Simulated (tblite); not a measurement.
Compound: C4H14NPSi2.
SMILES with atom numbers: `[PH2:1][Si@@H:2]1[CH2:3][CH2:4][CH2:5][NH:6][SiH2:7][CH2:8]1` (hydrogens: H9, H10 on P1; H11 on Si2; H12, H13 on C3; H14, H15 on C4; H16, H17 on C5; H18 on N6; H19, H20 on Si7; H21, H22 on C8)

Structure used (GFN2-xTB), in Å, numbered top down from 1:
```xyz
22
C4H14NPSi2 angstrom
P      3.3024   -1.2667    0.0971
Si     1.2539   -0.3959    0.4777
C      0.0231   -1.4079   -0.5746
C     -1.3594   -1.5726    0.0510
C     -1.9488   -0.2641    0.5907
N     -1.8469    0.8473   -0.3198
Si    -0.6835    2.0955   -0.1652
C      1.1122    1.4407   -0.0197
H      3.9749   -0.2130    0.6826
H      3.4391   -0.7204   -1.1653
H      1.0287   -0.5944    1.9219
H      0.4299   -2.3995   -0.7827
H     -0.0864   -0.9103   -1.5405
H     -1.3051   -2.2807    0.8797
H     -2.0415   -1.9905   -0.6962
H     -3.0037   -0.4327    0.8471
H     -1.4270    0.0173    1.5061
H     -2.3335    0.6888   -1.1865
H     -0.8442    2.9087   -1.3711
H     -0.9810    2.8474    1.0612
H      1.6148    1.5680   -0.9802
H      1.6716    2.0542    0.6857
```

All values are computed: GFN2-xTB (tblite) harmonic vibrations without scaling, gas phase. Against measured fundamentals such values can be off by several per cent, at times by over 20. Modes of hydrogen on phosphorus and silicon can be 10 to 20 % off. One conformer, not necessarily the lowest.

Harmonic wavenumbers (cm⁻¹): 49.9, 84.0, 96.9, 102.0, 149.5, 155.7, 189.5, 235.8, 275.3, 308.9, 353.5, 459.9, 489.9, 502.6, 566.8, 606.3, 622.6, 641.8, 669.1, 681.8, 701.3, 728.1, 732.2, 744.6, 754.9, 808.1, 841.2, 890.7, 944.3, 1006.3, 1028.2, 1092.7, 1127.2, 1129.1, 1151.5, 1160.6, 1187.1, 1247.7, 1294.8, 1332.5, 1346.5, 1384.4, 1455.2, 1472.6, 1486.6, 1494.3, 2143.9, 2200.0, 2249.9, 2305.4, 2396.8, 2883.6, 2940.9, 2960.3, 2963.6, 2976.9, 2983.5, 2987.9, 2990.6, 3474.8.

A = 1873, B = 761.3, C = 584.1 MHz; mass 163.040 u (most abundant isotopes); point group C1, symmetry number 1.

**Question.** What is the zero-point energy?

**Answer.** ½Σν̃ = 37121 cm⁻¹ = 106.14 kcal/mol.

**Question.** Entropy at 200 K, 1 bar (ideal gas, RRHO, classical rotation)?

**Answer.** Translation 39.22, rotation 29.15, vibration 23.28: S = 91.6 cal/(mol K).

**Question.** And Cp and H(200 K) − H(0)?

**Answer.** Cp = 34.08 cal/(mol K), of which vibrations give 26.13 (their classical limit is 60 R = 119.2); H(200 K) − H(0) = 4.18 kcal/mol without the zero-point energy, 2.60 from vibrations.

**Question.** What must be added to the electronic energy to get the Gibbs energy at 200 K and 1 bar?

**Answer.** ZPE + [H(200 K) − H(0)] − T·S = 106.14 + 4.18 − 18.33 = 91.99 kcal/mol.

**Question.** How do the functions run with temperature in this model?

**Answer.** 
```
 T (K)  S (cal/(mol K))  Cp (cal/(mol K))  H − H(0) (kcal/mol)  G − H(0) (kcal/mol)  ln q(vib)
    50             60.7              14.4                 0.51                -2.52       0.51
   100             73.0              21.5                 1.42                -5.88       1.95
298.15            107.7              47.1                 8.17               -23.94       8.40
373.15            119.3              56.1                12.05               -32.45      10.87
   500            137.5              68.8                20.01               -48.76      15.00
   750            169.0              86.1                39.53               -87.19      22.81
  1000            195.4              97.3                62.55              -132.82      30.00
```

q(vib) and H(0) count from the zero-point level.

**Question.** Blend soft modes into free rotors: weight 1/[1 + (100 cm⁻¹/ν̃)⁴] for the oscillator and the rest for a rotor with moment μB/(μ + B), μ = h/(8π²ν), B = 10⁻⁴⁴ kg m². What vibrational entropy results?

**Answer.** 22.06 cal/(mol K) in place of 23.28, which changes −T·S at 200 K by +0.24 kcal/mol.

Hindered rotation and anharmonicity are outside this model. Other conformers, if any are populated, would add a mixing term that is left out. The structure is chiral; the term R ln 2 for an equal mix with its mirror image is left out.
